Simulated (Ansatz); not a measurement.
Ideal-gas functions of `[F][Ge]([Cl])([Cl])[I]` at 400 K and 1 bar, from an Ansatz frequency run at PBE0-D4/def2-TZVP.

Molar mass 289.42 g/mol, point group Cs (symmetry number 1), electronic degeneracy 1, moments of inertia 309.904, 720.397, 835.997 u Å². Harmonic wavenumbers (cm⁻¹, unscaled): 99, 114, 152, 181, 205, 276, 436, 465, 730.

Use S(trans) = R[1.5 ln M + 2.5 ln T − 1.1517]; rotational temperatures θ = 24.2544 K / I; S(rot) = R[ln(√π/σ · √(T³/θAθBθC)) + 1.5]; for each mode x = 1.438777 ν̃/T, S = R[x/(eˣ − 1) − ln(1 − e⁻ˣ)] and H = RT x/(eˣ − 1); 1 cm⁻¹ = 0.0119627 kJ/mol; R = 8.31446 J/(mol·K).

Task: By hand: the entropy, in J/(mol·K).

Result: Translation 185.7. Rotation: θ = 0.0783, 0.0337, 0.029 K, giving 131.4. Vibration, mode by mode: 16.94, 15.78, 13.44, 12.03, 11.03, 8.71, 5.38, 4.94, 2.33, in all 90.6. Electronic 0.0. Sum 407.7 J/(mol·K).

Task: By hand: H − E and G − E in kJ/mol, counted from the electronic energy.

Result: Zero-point energy ½ × 2658 × 0.0119627 = 15.9; thermal vibration 17.9; translation, rotation and pV give 4 RT = 13.3. H − E = 47.1 kJ/mol, and G − E = 47.1 − 400 × 407.7/1000 = -116.0 kJ/mol.

Vibration gives 22 % of the entropy, 32.7 J/(mol·K) of it from the modes under 150 cm⁻¹: soft modes count most, and the harmonic formula is weakest for them.
